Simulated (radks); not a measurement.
Pt IV, configuration [Xe] 4f13.5 5d5 6s2 6p0.5 (fractional occupations, a model configuration).

Calculated with a radial shooting solver on a logarithmic mesh with Libxc functionals: Dirac Kohn-Sham, PBEsol, spin-unpolarised, spherical densities, point nucleus; open shells fill j = l - 1/2 first.

Energy parts (hartree):
part                       energy
total                 -18437.2600
kinetic                21103.4921
electron-nucleus      -46236.0026
Hartree                 7045.1116
exchange-correlation    -349.8611

Orbitals (lengths in bohr, moments of r in powers of bohr; <r^-3> diverges for s and p1/2; r(max) is where P^2 peaks):
| orbital | occ. | eigenvalue (hartree) | <r^-3> | r(max) | <1/r> |
|---|---|---|---|---|---|
| 1s1/2 | 2 | -2878.909 | - | 0.01061 | 94.00 |
| 2s1/2 | 2 | -506.9858 | - | 0.06143 | 23.05 |
| 2p1/2 | 2 | -485.9660 | - | 0.04533 | 23.00 |
| 2p3/2 | 4 | -422.4582 | 19610 | 0.05260 | 18.86 |
| 3s1/2 | 2 | -120.5948 | - | 0.1729 | 8.459 |
| 3p1/2 | 2 | -111.1713 | - | 0.1615 | 8.370 |
| 3p3/2 | 4 | -97.21186 | 4533 | 0.1763 | 7.293 |
| 3d3/2 | 4 | -81.53483 | 790.2 | 0.1374 | 7.191 |
| 3d5/2 | 6 | -78.52600 | 658.9 | 0.1415 | 6.944 |
| 4s1/2 | 2 | -27.41840 | - | 0.3902 | 3.579 |
| 4p1/2 | 2 | -23.42264 | - | 0.3886 | 3.470 |
| 4p3/2 | 4 | -20.08283 | 1087 | 0.4192 | 3.095 |
| 4d3/2 | 4 | -13.54167 | 169.5 | 0.4126 | 2.892 |
| 4d5/2 | 6 | -12.91903 | 138.2 | 0.4220 | 2.805 |
| 4f5/2 | 6 | -4.55444 | 28.44 | 0.3810 | 2.428 |
| 4f7/2 | 7.5 | -4.42502 | 27.06 | 0.3856 | 2.394 |
| 5s1/2 | 2 | -5.48322 | - | 0.8633 | 1.461 |
| 5p1/2 | 2 | -4.17686 | - | 0.9112 | 1.342 |
| 5p3/2 | 4 | -3.58609 | 190.4 | 0.9873 | 1.210 |
| 5d3/2 | 4 | -1.77742 | 19.66 | 1.166 | 0.9464 |
| 5d5/2 | 1 | -1.70668 | 15.80 | 1.197 | 0.9180 |
| 6s1/2 | 2 | -1.34931 | - | 2.020 | 0.5845 |
| 6p1/2 | 0.5 | -1.03100 | - | 2.283 | 0.5083 |
| 6p3/2 | 0 | -0.94119 | 29.46 | 2.467 | 0.4694 |

The highest occupied level is 6p1/2 at -28.055 eV. Summed over all electrons, <r^2> = 44.29 bohr^2, which gives a Langevin (diamagnetic) susceptibility term of -35.1 x 10^-6 cm^3/mol. The density falls to 0.001 e/bohr^3 at r = 3.81 bohr.
